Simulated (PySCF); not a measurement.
Isomers of C4H6Cl2Si, one GFN2-xTB conformer each. Single-point energies are computed at PBE0/pcSseg-1 (PySCF, gas phase, no added dispersion term), electronic only.

Question: Rank them by PBE0/pcSseg-1 energy, lowest first (kcal/mol).
A. `[Cl:1][CH2:2][C:3]1=[CH:4][SiH2:5][C@H:6]1[Cl:7]` with Cl1–C2–C3–C4 105°
B. `[SiH3]CC#CC(Cl)Cl`
C. `[Cl:1][CH2:2][SiH2:3][C:4]1=[CH:5][C@@H:6]1[Cl:7]` with Cl1–C2–Si3–C4 58°, C2–Si3–C4–C5 -32°
D. `[Cl:1][CH2:2][SiH2:3][C:4]1([Cl:5])[CH:6]=[CH:7]1` with Cl1–C2–Si3–C4 65°, C2–Si3–C4–Cl5 70°

Answer: A (0.0), C (23.4), B (25.2), D (29.2).

As drawn, the lowest has a four-membered ring, which the highest lacks; the highest has a three-membered ring, which the lowest lacks. Neighbours under 2.5 kcal/mol apart (ClC[SiH2]C1=C[C@@H]1Cl and [SiH3]CC#CC(Cl)Cl) can change places with a better method, another conformer or zero-point energy. GFN2-xTB itself gives, in the same order: 0.0, 27.0, 6.1, 31.8. Both levels put the same isomer lowest; measured from each level's own lowest isomer, the values differ by up to 19.1 kcal/mol ([SiH3]CC#CC(Cl)Cl: 6.1 against 25.2).

Question: Which frontier levels, dipoles and rotational constants go with these structures?

Answer: 
```
                SMILES  HOMO (eV, PBE0/pcSseg-1)  LUMO (eV)  dipole (D)       A, B, C (MHz)
 ClCC1=C[SiH2][C@H]1Cl                     -7.84      -1.13        2.36  2018, 977.8, 741.4
ClC[SiH2]C1=C[C@@H]1Cl                     -7.70      -1.11        3.02  3152, 623.2, 569.3
     [SiH3]CC#CC(Cl)Cl                     -7.72      -0.59        3.00  2522, 589.9, 499.9
   ClC[SiH2]C1(Cl)C=C1                     -7.74      -0.71        1.89  2125, 935.1, 875.0
```
